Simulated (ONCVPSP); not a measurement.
## What one change does to a pseudopotential (tantalum, ONCV)

tantalum, optimised norm-conserving Vanderbilt (ONCV), made with ONCVPSP 4.0.1 (PBE, scalar-relativistic). Core [Kr] 4d10 4f14, reference 5s2 5p6 5d2 (charge +3). Waves: 5s: rc 1.65 bohr, ncon 3, nbas 6, qcut 8.9 1/bohr, 2 projectors, debl 1.2 Ha; 5p: rc 1.40 bohr, ncon 4, nbas 7, qcut 5.7 1/bohr, 2 projectors, debl 0.5 Ha; 5d: rc 1.40 bohr, ncon 4, nbas 8, qcut 7.4 1/bohr, local. Local part: the d channel. Core correction: Teter function, fcfact 6, rcfact 1.75.

In the s channel the program set the typed energies aside and used -3.713, 0.050 Ha. In the p channel the program set the typed energies aside and used -2.468, 0.250 Ha.

All-electron outer shells of the reference configuration (PBE, scalar-relativistic, ld1.x):

```tsv
shell	level (eV)	outermost node (bohr)	outermost maximum (bohr)
5p	-67.14	0.58	1.12
4f	-52.86	–	0.44
5d	-29.13	0.65	1.51
```

Change: functional PBEsol. In the s channel the program set the typed energies aside and used -3.715, 0.050 Ha. In the p channel the program set the typed energies aside and used -2.469, 0.250 Ha.

Cutoffs: the cutoffs (Ha) at which the residual kinetic energy of the hardest occupied pseudo-wave falls to 1 and 0.1 mHa per electron; they do not see the model core or the augmentation charge, which bear on the density cutoff. Errors are all-electron minus pseudo energies relative to the spin-unpolarised reference configuration.

Problem. Predict the effect on cutoff, ghosts and configuration errors.

Solution. The potential gets neither clearly harder nor softer (61 Ha and 76 Ha → 61 Ha and 76 Ha); of the 3 tests that both files solve, the error grows in 0 and shrinks in 3 by more than 15 % and 0.3 meV (median size 169.8 → 120.0 meV); neither file shows a bound ghost.

| quantity | base | changed |
| --- | --- | --- |
| cutoff, loose | 61 Ha | 61 Ha |
| cutoff, tight | 76 Ha | 76 Ha |
| loose cutoff by channel | s 24 Ha, p 61 Ha, d 13 Ha | s 24 Ha, p 61 Ha, d 13 Ha |
| bound ghosts | none | none |
| GHOST(+) flags under 300 eV | none | none |
| tests with a reliable result | 3 of 4 | 3 of 4 |
| error for 5s2 5p6 5d3 6s2, meV [ΔE -47.04 → -47.09 eV] | -239 | -155 |
| error for 5s2 5p6 5d3 6s1, meV [ΔE -38.58 → -38.59 eV] | -170 | -120 |
| error for 5s2 5p6 5d3, meV [ΔE -23.60 → -23.61 eV] | -83 | -69 |
| s: phases at 1.67 bohr within 0.05 rad from the reference energy up to (Ha; the scan ends near 5) | to the end of the scan | to the end of the scan |
| p: phases at 1.42 bohr within 0.05 rad from the reference energy up to (Ha; the scan ends near 5) | to the end of the scan | to the end of the scan |
| d: phases at 1.42 bohr within 0.05 rad from the reference energy up to (Ha; the scan ends near 5) | 4.9 | 4.9 |
| rms error of d²Exc/dni dnj with the model core, mHa | 7.14 | 6.48 |
